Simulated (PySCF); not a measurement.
BBr2, SMILES [B](Br)Br (connectivity only; charge and spin as stated), charge +1, multiplicity 1.

The structure is a stationary point at B3LYP-D3(BJ)/def2-TZVP. The multiplicity is an assumed one; other spin states were not compared. The isomer is the one that the SMILES or the coordinates give; other isomers of the formula were not compared.

Computed with B3LYP-D3(BJ)/def2-TZVP (PySCF).

Frequencies are harmonic and unscaled.

Modes within 1.5 cm⁻¹ of each other (mostly degenerate sets) share a row, with their intensities summed.

```tsv
mode	ν (cm⁻¹)	IR (km/mol)	moving atoms (share of kinetic energy)
1–2	277	12.5	B 94 %
3	331	0.0	Br 100 %
4	1261	509.2	B 94 %
```
